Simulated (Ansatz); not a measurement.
GeH4S (`[SH][GeH3]`), relaxed with RKS PBE0-D4/def2-TZVP in Ansatz 0.2.0 from a PBE-D4/def2-SVP geometry. The force threshold is 0.005 eV/Å; the program also tests the step.

The species carries charge 0 and has multiplicity 1.

Start:

```xyz
6

S    -1.266   -0.731   -0.954
Ge    0.192    0.199    0.484
H    -0.410   -0.684   -2.013
H     0.607    1.619    0.014
H     1.457   -0.685    0.646
H    -0.580    0.281    1.822
```

```csv
step,energy (eV),largest force (eV/Å),largest move (Å)
1,-67408.6405,0.539,0.000
2,-67408.6552,0.153,0.028
3,-67408.6558,0.053,0.023
4,-67408.6565,0.010,0.019
5,-67408.6566,0.002,0.004
```

End:

```xyz
6

S    -1.247   -0.717   -0.946
Ge    0.189    0.200    0.484
H    -0.400   -0.681   -1.987
H     0.596    1.603    0.009
H     1.438   -0.683    0.630
H    -0.575    0.278    1.810
```

Run time 8.5 s (2 threads of a server CPU on a shared host); peak host memory 0.21 GiB.
